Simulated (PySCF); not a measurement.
**Electron correlation in Co (cobalt, neutral)**

[Ar] 3d6 4s2 5s1, high-spin 6D determinant (an excited configuration). All numbers are calculated (PySCF 2.14, scalar relativity by spin-free X2C-1e, in aug-cc-pwCVTZ-DK with one added diffuse shell each of s, p, d, f, g type (11s10p8d5f4g, 152 functions)). Frozen: [Ne]; 17 electrons correlated.

MP2 pair energies summed by pair of shells (mhartree):

```json
{"pair": "3p-3d", "energy": "-231.41", "share (%)": "36.3"}
{"pair": "3d-3d", "energy": "-132.92", "share (%)": "20.8"}
{"pair": "3p-3p", "energy": "-88.51", "share (%)": "13.9"}
{"pair": "3s-3d", "energy": "-42.22", "share (%)": "6.6"}
{"pair": "3s-3p", "energy": "-41.20", "share (%)": "6.5"}
{"pair": "3d-4s", "energy": "-40.59", "share (%)": "6.4"}
{"pair": "4s-4s", "energy": "-26.36", "share (%)": "4.1"}
{"pair": "3p-4s", "energy": "-20.11", "share (%)": "3.2"}
{"pair": "3s-3s", "energy": "-5.47", "share (%)": "0.9"}
{"pair": "4s-5s", "energy": "-5.16", "share (%)": "0.8"}
{"pair": "3s-4s", "energy": "-1.83", "share (%)": "0.3"}
{"pair": "3d-5s", "energy": "-1.36", "share (%)": "0.2"}
{"pair": "3p-5s", "energy": "-0.75", "share (%)": "0.1"}
{"pair": "3s-5s", "energy": "-0.07", "share (%)": "0.0"}
```

Total MP2 correlation energy: -637.96 mhartree.

Same-spin part -208.67 and opposite-spin part -429.29 mhartree; SCS-MP2 scales them by 1/3 and 6/5 to -584.71 mhartree.
